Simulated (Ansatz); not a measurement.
Si(OMe)2Me2 (C₄H₁₂O₂Si). Charge 0, multiplicity 1. Geometry B3LYP-D4/def2-SVP, basis def2-TZVP, Ansatz.

```xyz
19

C    -0.866   -2.318    1.064
C    -1.083    1.148   -1.887
C     1.712   -0.426   -0.506
C     0.392    1.682    1.361
O    -0.399   -1.038    1.421
O    -1.081    0.307   -0.764
Si    0.142    0.124    0.364
H    -1.660   -2.263    0.297
H    -1.281   -2.806    1.960
H    -0.054   -2.960    0.673
H    -1.030    2.219   -1.608
H    -2.018    0.996   -2.450
H    -0.239    0.938   -2.574
H     2.085    0.347   -1.198
H     1.540   -1.343   -1.093
H     2.512   -0.634    0.223
H     1.145    1.528    2.150
H    -0.551    1.986    1.842
H     0.736    2.514    0.724
```

```tsv
run	HOMO (eV)	LUMO (eV)
A	-7.42	0.57
B	-7.63	0.89
C	-6.48	0.81
D	-6.17	0.11
E	-10.36	2.95
```

LC-ωPBE has ω = 0.4 bohr⁻¹. B3LYP takes the VWN-RPA correlation.

Q: The runs used B3LYP, LC-ωPBE, PBE, PBE0, r2SCAN. Estimate which is which.

A: A B3LYP (20 % exact exchange); B PBE0 (25 % exact exchange); C r2SCAN (0 % exact exchange); D PBE (0 % exact exchange); E LC-ωPBE (range-separated). Exact exchange lowers occupied and raises empty levels; among semilocal functionals meta-GGAs tend to open the gap a little, and such runs are hard to tell apart. The gap grows from 6.28 eV (PBE) to 13.31 eV (LC-ωPBE).
